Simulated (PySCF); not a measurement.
Some computed properties have been withheld. Give your best values.

C₈H₁₅PS.
SMILES: `CC(C)[P@@](C=C)(C(=C)C)=S`

Conformer (atom-mapped SMILES and torsion angles): `[CH2:1]=[CH:2][P@@:3](=[S:4])([C:5](=[CH2:6])[CH3:7])[CH:8]([CH3:9])[CH3:10]`: C1–C2–P3–S4 0°, C2–P3–C5–C6 48°, C2–P3–C8–C9 65°.

```json
{"property": "point group", "level": "PBE0-D3(BJ)/def2-SVP", "value": "?"}
{"property": "rotational constants A, B, C", "level": "PBE0-D3(BJ)/def2-SVP", "value": "?"}
{"property": "dipole moment", "level": "B97-2/pcSseg-1", "value": "?"}
{"property": "HOMO energy", "level": "B97-2/pcSseg-1", "value": "-6.08 eV"}
{"property": "LUMO energy", "level": "B97-2/pcSseg-1", "value": "-0.95 eV"}
{"property": "13C chemical shifts (computed TMS as zero) by class", "level": "GIAO B97-2/pcSseg-1", "value": "?"}
{"property": "1H chemical shifts (computed TMS as zero) by class", "level": "GIAO B97-2/pcSseg-1", "value": "6.87 (1 H), 6.48 (1 H), 6.33 (1 H), 5.99 (1 H), 5.48 (1 H), 2.15 (3 H), 1.62 (1 H), 1.08 (3 H), 1.01 (3 H) ppm"}
{"property": "isotropic shieldings of nuclei other than C and H, by class", "level": "GIAO B97-2/pcSseg-1", "value": "?"}
```

Electronic properties: PySCF, gas phase, density fitting. One conformer (not necessarily the lowest) at the PBE0-D3(BJ)/def2-SVP geometry, without solvent or vibrations. NMR classes are plain means over equivalent atoms (diastereotopic ones count apart unless rotation or inversion swaps them), as if these changed places fast; in this geometry the members of some classes differ.

(1) Give the isotropic shieldings of nuclei other than C and H, by class.

(2) The rotational constants A, B, C?

(3) Give the dipole moment.

(4) The point group?

(5) Give the 13C chemical shifts (computed TMS as zero) by class.

Results:

(1) 279 (1 P), 842 (1 S) ppm.

(2) 1.001, 0.900, 0.786 GHz.

(3) 4.19 D.

(4) C1.

(5) 151.5 (1 C), 141.9 (1 C), 135.5 (1 C), 125.2 (1 C), 36.9 (1 C), 26.0 (1 C), 16.3 (1 C), 16.0 (1 C) ppm.

The rotational constants make it an asymmetric top with κ = (2B − A − C)/(A − C) = 0.1, midway between the prolate (−1) and oblate (+1) limits. With B = h/(8π²I), that is 505.379 GHz u Å² over I, the principal moments of inertia are 505.0, 561.5 and 643.0 u Å² (most abundant isotopes). In atomic units the dipole is 1.65 e·bohr (1 au = 2.5417 D). A dipole of 4.19 D is allowed in C1, and pure rotational transitions are dipole-allowed.
